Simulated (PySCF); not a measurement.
Allyl(phenyl)phosphinic acid, C9H11O2P.
SMILES: `C=CC[P@](=O)(O)c1ccccc1`

Method used: PySCF 2.14.0, density-fitted response routines, TDDFT CAM-B3LYP/def2-SVPD, vertical, gas phase, core orbitals frozen in the response. Geometry: PBE0-D3(BJ)/def2-SVP, one conformer, isolated molecule. Torsions of this conformer, `[CH2:1]=[CH:2][CH2:3][P@:4](=[O:5])([OH:6])[c:7]1[cH:8][cH:9][cH:10][cH:11][cH:12]1`: C1–C2–C3–P4 -112°, C2–C3–P4–O5 -57°, C3–P4–C7–C8 68°, H–O6–P4–C3 166°.

Problem. What does the calculation give for the low-lying excited states?

Solution. 

```json
{"state": "S1", "E (eV)": "5.35", "ν̃ (cm⁻¹)": "43170", "f": "0.0081", "main configurations (H = HOMO, L = LUMO)": "H-1→L (38%), H-2→L+1 (27%), H→L (18%)"}
{"state": "S2", "E (eV)": "5.98", "ν̃ (cm⁻¹)": "48220", "f": "0.049", "main configurations (H = HOMO, L = LUMO)": "H-2→L (28%), H-1→L (24%), H→L (21%)"}
{"state": "S3", "E (eV)": "6.08", "ν̃ (cm⁻¹)": "49000", "f": "0.012", "main configurations (H = HOMO, L = LUMO)": "H→L (38%), H-2→L (33%), H-3→L (14%)"}
{"state": "S4", "E (eV)": "6.68", "ν̃ (cm⁻¹)": "53910", "f": "0.102", "main configurations (H = HOMO, L = LUMO)": "H→L+1 (73%)"}
{"state": "S5", "E (eV)": "6.87", "ν̃ (cm⁻¹)": "55370", "f": "0.284", "main configurations (H = HOMO, L = LUMO)": "H-1→L+1 (32%), H-3→L (16%), H-4→L (12%)"}
{"state": "S6", "E (eV)": "6.88", "ν̃ (cm⁻¹)": "55490", "f": "0.151", "main configurations (H = HOMO, L = LUMO)": "H-3→L (39%), H-1→L+1 (20%), H-2→L (13%)"}
{"state": "S7", "E (eV)": "6.98", "ν̃ (cm⁻¹)": "56340", "f": "0.308", "main configurations (H = HOMO, L = LUMO)": "H-2→L+1 (55%), H-1→L (25%)"}
{"state": "S8", "E (eV)": "7.08", "ν̃ (cm⁻¹)": "57070", "f": "0.445", "main configurations (H = HOMO, L = LUMO)": "H→L+2 (35%), H→L+3 (22%), H-2→L (8%)"}
{"state": "S9", "E (eV)": "7.14", "ν̃ (cm⁻¹)": "57610", "f": "0.121", "main configurations (H = HOMO, L = LUMO)": "H-4→L (64%), H-3→L (13%)"}
{"state": "S10", "E (eV)": "7.27", "ν̃ (cm⁻¹)": "58660", "f": "0.011", "main configurations (H = HOMO, L = LUMO)": "H→L+3 (40%), H→L+2 (23%)"}
```

Triplets (Tamm–Dancoff): T1 4.02 eV, H-2→L (45%), H-1→L+1 (22%), H-1→L (12%); T2 4.28 eV, H→L+2 (36%), H→L+3 (17%), H-3→L+2 (12%); T3 4.60 eV, H-1→L (57%), H→L (22%), H-2→L (9%); T4 4.75 eV, H-1→L+1 (41%), H-2→L (27%), H→L+1 (14%).

The lowest singlet lies at 5.35 eV (232 nm, ultraviolet) and is weak; its leading configuration is HOMO-1→LUMO (38%). The most intense listed level is S8 at 7.08 eV (175 nm, f = 0.445), 1.72 eV above S1. Löwdin shares by element: HOMO carbon 45% or more, oxygen 15% or more (atoms not listed hold the other 40%); LUMO carbon 61% or more (atoms not listed hold the other 39%). Orbital energies (eV): HOMO-3 -9.66, HOMO-2 -8.99, HOMO-1 -8.95, HOMO -8.76, LUMO -0.04, LUMO+1 0.43, LUMO+2 0.96. Of the 10 states listed, 9 reach f = 0.01 and none stays under 0.0005. The oscillator strengths of these states sum to 1.489; summed over the whole spectrum of an exact calculation they would give the number of electrons, 96 (Thomas–Reiche–Kuhn). Only the lowest 10 singlets were computed, as vertical energies without vibronic structure.

Hardware: an Intel Xeon Platinum 8259CL at 2.50 GHz with one thread, shared host with 96 logical CPUs at a one-minute load of 59. Cost: 4.5 min wall, 2.0 GiB resident at most.
